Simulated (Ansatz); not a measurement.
A search over several starts for the lowest SCF solution of FeCl₃ at the given spin, in a small basis.

```yaml
crystal:
  periodic: [false, false, false]
  atoms:
    - {symbol: Fe, position_ang: [-0.148177, 0.001888, -0.001596]}
    - {symbol: Cl, position_ang: [1.949888, -0.024300, 0.020378]}
    - {symbol: Cl, position_ang: [-0.876417, 1.984762, -0.011760]}
    - {symbol: Cl, position_ang: [-0.925304, -1.962348, -0.007022]}
basis:
  gaussian: {orbitals: def2-SVP, initial_orbitals: start.molden}
magnetization: {spin_polarized: true, initial_magnetization: 3}
hamiltonian: {xc: pbe0, dispersion: d4}
output: {orbitals: {seedname: orbitals}}
```

The file start.molden holds the orbitals of an earlier run on this structure, at another level or in another basis.

```sh
$ ansatz run in.yaml --threads 4 --pin off --events-out ev --progress --plain --max-ram 3916MiB
```

It prints (some lines left out):

```
Functional definition: PBE0
820 factors; integrals over basis functions are off by at most 1.0e-3 eV
mean field evaluation 1: about -71923.0961 eV, gradient 3.4e0 eV
mean field evaluation 2: about -71923.1936 eV, gradient 3.1e-1 eV
mean field evaluation 4: about -71923.3128 eV, gradient 1.3e-2 eV
mean field evaluation 8: about -71923.3128 eV, gradient 2.3e-5 eV
mean field evaluation 16: about -71916.9794 eV, gradient 3.9e1 eV
mean field evaluation 32: about -71923.3010 eV, gradient 3.0e-2 eV
mean field evaluation 64: about -71923.3016 eV, gradient 8.7e-3 eV
mean field -71923.31277631 eV, -2643.1329931571 hartree, gradient 4.7e-6 eV, S^2 4.059047; 9 other end points of the search recorded, 0 dependent functions left out
reference -71923.31282178 eV, -2643.1329948278 hartree; 40, 37 occupied and 45, 48 virtual orbitals, 820 factors
Total energy: -71923.43924611 eV, -2643.1376408363 hartree
```

It took 12 s on 4 threads of Arm Neoverse V1 on a shared host.

Other converged states that the search met: 0.01 eV higher (⟨S²⟩ = 4.00).

The charge 0 quartet is spin-contaminated (final ⟨S²⟩ up to 4.06, 3.75 for a pure state). At PBE0-D4/def2-TZVP a sextet of charge 0 lies 0.93 eV below the quartet, each at its own geometry.
